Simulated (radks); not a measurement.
Values are calculated unless marked as measured or tabulated.
Coulomb parameter of the 4f shell of the gadolinium ion Gd2+ in the model configuration [Xe] 4f6.5 5d1.5, as a second difference U = [E(n + 0.5) + E(n - 0.5) - 2 E(n)] / (0.5)^2 with all orbitals relaxed. "Bare": the charge of the atom changes with n. "Screened": the 5d shell takes up the change at fixed total charge, which measures U(4f,4f) + U(5d,5d) - 2 U(4f,5d). Level of theory: Dirac Kohn-Sham, PBE, spin-unpolarised, spherical densities, point nucleus; open shells are shared between the two j in proportion to 2j + 1 (a radial shooting solver on a logarithmic mesh with Libxc functionals).

| case | configuration | E - E(n) (eV) |
|---|---|---|
| start | [Xe] 4f6.5 5d1.5 | 0.000 |
| bare +0.5 | [Xe] 4f7 5d1.5 | -10.760 |
| bare -0.5 | [Xe] 4f6 5d1.5 | 15.112 |
| screened +0.5 | [Xe] 4f7 5d1 | -4.256 |
| screened -0.5 | [Xe] 4f6 5d2 | 5.574 |

U(bare) = 17.405 eV, U(screened by 5d) = 5.273 eV.
